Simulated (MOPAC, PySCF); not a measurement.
C2H6N2O, SMILES `[H]/N=C(\N)OC`, neutral singlet in the gas phase. 

Cartesian coordinates (Å):
```xyz
11

C     -1.6885    -0.4132     0.4120
O     -0.3147    -0.8101     0.3711
C      0.5626     0.1773     0.0931
N      0.1825     1.3799    -0.0797
N      1.8291    -0.3601    -0.0109
H     -2.2429    -1.3238     0.6307
H     -1.9923     0.0074    -0.5476
H     -1.8472     0.3358     1.1890
H      0.9700     1.9846    -0.2959
H      1.9516    -1.2606     0.4263
H      2.5897     0.2826     0.1331
```
Charge 0, multiplicity 1.

All levels are single points at this geometry (r2SCAN-D4/def2-TZVP); Pople sets use spherical d functions. Orbital energies aren't observables, and empty levels follow the basis.

```
level                          HOMO (eV)  LUMO (eV)  gap (eV)  dipole (D)  vertical IE, Delta-SCF (eV)
-----------------------------  ---------  ---------  --------  ----------  ---------------------------
PBE-D3(BJ)/def2-TZVP in PySCF      -5.71       0.02      5.73        2.10                         9.12
r2SCAN-D4/def2-TZVP in PySCF       -5.98       0.70      6.68        2.13                         9.14
B3LYP/3-21G in PySCF               -6.07       2.13      8.20        2.13                            –
B3LYP/6-311+G** in PySCF           -6.94      -0.25      6.68        2.01                            –
B3LYP/6-31G* in PySCF              -6.39       1.70      8.09        2.10                         9.03
BP86/6-31G* in PySCF               -5.36       0.89      6.24        2.12                            –
M06-2X/6-31G* in PySCF             -8.07       2.95     11.03        2.09                            –
HF/3-21G in PySCF                  -9.82       6.50     16.32        2.12                            –
HF/6-31G* in PySCF                -10.03       5.78     15.81        2.15                         8.19
HF/STO-3G in PySCF                 -7.64       9.46     17.10        1.94                            –
AM1 in MOPAC                       -9.85       1.73     11.58        1.93                            –
PM3 in MOPAC                       -9.45       1.24     10.69        2.06                            –
PM7 in MOPAC                       -9.95       1.30     11.25        2.40                            –
```
